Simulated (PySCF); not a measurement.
# Electron correlation in Au⁶⁷⁺ (gold, charge +67)

[Ne] 3s2, closed-shell 1S. Calculation: PySCF 2.14, in an even-tempered Gaussian basis (17 s from 21 bohr⁻², ratio 2.5; 12 p from 27 bohr⁻², ratio 2.5; 4 d from 98 bohr⁻², ratio 2.7; 4 f from 150 bohr⁻², ratio 2.7); scalar relativity by spin-free X2C-1e. Frozen: 1s2; 10 electrons correlated; the 20 highest virtual orbitals of each spin left out.

| level | correlation energy (mhartree) |
| --- | --- |
| CCSD | -496.50 |
| (T) | -0.28 |
| CCSD(T) | -496.78 |

Diagnostics: T1 = 8.1e-05, D1 = 0.0003, largest double amplitude 0.028.

Cost of the coupled-cluster step: roughly 2.5 core-seconds, for 10 correlated electrons.

At this charge the one-electron X2C treatment keeps the bare 1/r₁₂, with no two-electron picture change or Breit term. The effect here is smaller than on the frozen 1s shell; and a scalar Hamiltonian misses the large spin-orbit splitting of the p shells, which matters for ns² → np² pairs.
